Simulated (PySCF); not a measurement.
**[Tm(H2O)]2+: one run**

[Tm(H2O)]2+ (singlet in the valence; each metal's 4f electrons, 13 of them, lie in its core potential, out of spins and levels). PySCF 2.14.0, RKS r2SCAN, Tm lcecp-0-SVP with ECP59, O def2-SVP, H def2-SVP; non-relativistic Hamiltonian with scalar-relativistic core potentials where named; density fitting; no spin-orbit coupling. Purpose: level r2SCAN.

```python
mol = gto.M(atom='''
Tm    -0.00000     0.00000    -0.09858
O      0.00000     0.00000     2.25439
H      0.76728    -0.00000     2.85917
H     -0.76728     0.00000     2.85917''',
    basis={'Tm': 'lcecp-0-SVP', 'O': 'def2-SVP', 'H': 'def2-SVP'},
    ecp={'Tm': 'lcecp-0-SVP'},
    charge=2, spin=0)
mf = dft.RKS(mol, xc='R2SCAN')
mf.grids.atom_grid = (75, 302)  # f atoms: unpruned, at least (60, 302)
mf = mf.density_fit()  # fitting sets: Tm AutoAux, O def2-universal-JKFIT, H def2-universal-JKFIT
mf.conv_tol = 1e-08; mf.max_cycle = 55
mf.kernel(dm0)  # dm0: converged density of the relaxed state
mf.nuc_grad_method().kernel()
```

Run from Python with OMP_NUM_THREADS=2; the lines above give its settings. Where DIIS fails, smearing, a level shift and second-order steps follow.
It took 1.6 s on 2 threads of Arm Neoverse V2, on a shared host, from an already converged density.

(1) What does the SCF print?

The 4f levels lie in the core potential and are missing.

(2) What are the Mulliken charges and spins?

(3) What forces act on the atoms (eV/Å)?

The geometry was relaxed with PBE0 (Tm lcecp-0-SVP with ECP59, O def2-SVP, H def2-SVP).

An lcecp potential fixes the number of 4f electrons, so in runs with it no electron can move into or out of that shell.

Results:

(1) 
```
init E= -108.234553268332
cycle= 1 E= -108.234729694247  delta_E= -0.000176  |g|= 0.00848  |ddm|= 0.0388
cycle= 2 E= -108.234709244229  delta_E= 2.05e-05  |g|= 0.0135  |ddm|= 0.0123
cycle= 3 E= -108.234742460787  delta_E= -3.32e-05  |g|= 0.000348  |ddm|= 0.00804
cycle= 4 E= -108.234742484548  delta_E= -2.38e-08  |g|= 5.87e-05  |ddm|= 0.0003
cycle= 5 E= -108.234742485201  delta_E= -6.53e-10  |g|= 5.29e-06  |ddm|= 3.98e-05
Extra cycle  E= -108.234742485202  delta_E= -1.73e-12  |g|= 5.15e-06  |ddm|= 9.81e-06
converged SCF energy = -108.234742485202
```

(2) 
```tsv
atom	charge (e)	spin (e)
Tm1	1.763	0.000
O2	-0.348	0.000
H3	0.292	0.000
H4	0.292	0.000
```
The spin of the 4f electrons in the core isn't counted.

(3) 
```
Tm   0.00  0.00 -0.07
O    0.00  0.00 -0.12
H    0.07  0.00  0.10
H   -0.07  0.00  0.10
```
Forces carry noise of the integration grid, about 0.01 to 0.03 eV/Å.
